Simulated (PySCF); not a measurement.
## Frontier orbitals and the lowest excitations

Compound: C₈H₇Br.
Cartesian coordinates in Å at the PBE0-D3(BJ)/def2-SVP level; atoms count from 1:
```
atom  x, y, z in Å
Br1    0.4352   -1.5525   -0.9299
C2     0.5819    0.0441    0.1068
C3    -0.5781    0.6595    0.9355
C4     0.4144    0.8708    2.1198
C5     0.7825    2.2780    1.5585
C6    -0.2032    2.0637    0.3696
C7     0.9504    1.4370   -0.4724
C8     1.9340    1.6439    0.7202
C9     1.5716    0.2372    1.2879
H10   -1.5885    0.2409    1.0071
H11    0.1969    0.6394    3.1700
H12    0.8648    3.1951    2.1546
H13   -0.9232    2.8024   -0.0038
H14    1.1637    1.6413   -1.5279
H15    2.9526    2.0418    0.6314
H16    2.2822   -0.5187    1.6414
```

Level of theory: TDDFT B3LYP/def2-SVPD, vertical, gas phase, core orbitals frozen in the response in PySCF 2.14.0, density-fitted response routines. The B3LYP/def2-SVPD calculation is non-relativistic and has no spin–orbit coupling, an omission that weighs most on bromine.

Frontier orbitals with the atoms that hold most of them (Löwdin shares over 4%, at most four atoms; ? is withheld):

```json
{"orbital": "HOMO-3", "ε (eV)": "-7.76", "atoms": "C5 16%, C7 14%, C8 14%, C4 10%"}
{"orbital": "HOMO-2", "ε (eV)": "-7.76", "atoms": "C5 16%, C3 16%, C6 12%, C8 11%"}
{"orbital": "HOMO-1", "ε (eV)": "-7.17", "atoms": "Br1 54%, C2 13%, C9 9%, C7 8%"}
{"orbital": "HOMO", "ε (eV)": "-7.17", "atoms": "Br1 54%, C2 13%, C3 11%, C7 5%"}
{"orbital": "LUMO", "ε (eV)": "?", "atoms": "?"}
{"orbital": "LUMO+1", "ε (eV)": "0.40", "atoms": "C5 13%, H12 9%, C8 8%, C4 8%"}
{"orbital": "LUMO+2", "ε (eV)": "0.56", "atoms": "C8 11%, Br1 9%, C4 8%, C6 7%"}
```

Task: Give the leading atoms of the LUMO.

Result: Br1 (bonded to C) 48%; C2 (bonded to Br and 3 C) 18%.

Task: What is the LUMO energy, and the HOMO–LUMO gap?

Result: ε(LUMO) = -0.17 eV; the gap is 7.00 eV (0.2574 hartree).

Within 0.005 eV of a neighbour in this list lie HOMO-3/HOMO-2 and HOMO-1/HOMO (point group found: C3v); within a degenerate set the shares of single atoms can hang on how the components are chosen.

Task: How does S1 compare with the orbital gap of 7.00 eV?

Result: S1 is at 5.91 eV (f = 0.0003), 1.10 eV below the gap, made of HOMO-1/HOMO→LUMO (≥97%). S1/S2 lie within about 0.01 eV of each other. Without the coupling terms of the response equations the lowest excitation would equal the gap.

Next come S2 at 5.91 eV (f 0.0003), HOMO-1/HOMO→LUMO (97%); S3 at 6.69 eV (f 0.017), HOMO-1/HOMO→LUMO+1 (≥67%), HOMO-3/HOMO-2→LUMO (≥23%); S4 at 6.70 eV (f 0.017), HOMO-1/HOMO→LUMO+1 (≥67%), HOMO-4→LUMO (20%); S5 at 6.75 eV (f 0.0052), HOMO-3/HOMO-2→LUMO (≥74%), HOMO-1/HOMO→LUMO+1 (≥19%).

Orbitals of the list HOMO-3 to LUMO+2 that lie within 0.01 eV of each other are written together with a slash and their weights summed (≥ marks a lower bound); for degenerate orbitals outside that list single weights are arbitrary.
